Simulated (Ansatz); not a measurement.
`CC1=C[SiH]1F` + `F[SiH]1[CH2][AlH]1` → `CC1=C[SiH2]1` + `F[C@@H]1[AlH][Si@@H]1F` at 600 K and 1 bar (redistribution).

Calculated with Ansatz (gas phase, PBE0-D4/def2-TZVP geometries, no zero-point term in ΔE). CCSD(T)/CBS is the MP2 limit (def2-TZVPP, def2-QZVPP) plus CCSD(T) − MP2 in def2-TZVPP, frozen cores.

| species | CCSD(T)/CBS energy (Eh) | H − E (kJ/mol) | S (J/(mol·K)) |
| --- | --- | --- | --- |
| `CC1=C[SiH]1F` | -506.04105 | 239.9 | 404.8 |
| `F[SiH]1[CH2][AlH]1` | -671.34781 | 166.2 | 397.0 |
| `CC1=C[SiH2]1` | -406.77515 | 248.0 | 378.6 |
| `F[C@@H]1[AlH][Si@@H]1F` | -770.51071 | 151.2 | 422.3 |

H − E and S are ideal-gas, rigid-rotor, harmonic terms from PBE0-D4/def2-TZVP, for one conformer and one mirror image of each species. 1 Eh = 2625.50 kJ/mol, R = 8.31446 J/(mol·K).

Q: By hand: ΔE, ΔH, ΔS and ΔG.

A: ΔE = (-406.77515) + (-770.51071) − (-506.04105) − (-671.34781) = 0.10300 Eh = 270.4 kJ/mol. Δ(H − E) = 248.0 + 151.2 − 239.9 − 166.2 = -6.9, so ΔH = 263.5 kJ/mol. ΔS = 378.6 + 422.3 − 404.8 − 397.0 = -0.9 J/(mol·K). ΔG = 263.5 − 600 × (-0.9)/1000 = 264.0 kJ/mol.

Q: By hand: the equilibrium constant, and the temperature at which ΔG would vanish if ΔH and ΔS stayed fixed.

A: log₁₀ K = −ΔG/(RT ln 10) = -23.0. ΔH and −TΔS have one sign here, so there is no such temperature. One of them is within its doubt of zero, so this could turn.

The number of gas molecules stays the same, so ΔS is small and ΔH decides. A doubt of 5 kJ/mol in ΔE shifts log₁₀ K by 0.4 here. Other conformers and mirror images would add mixing entropy, several J/(mol·K) or more a flexible species. These are equilibria of isolated gas molecules and say nothing of rates. Largest T1 diagnostic: 0.014 (customary marks: 0.02 for closed shells, 0.045 for open ones).
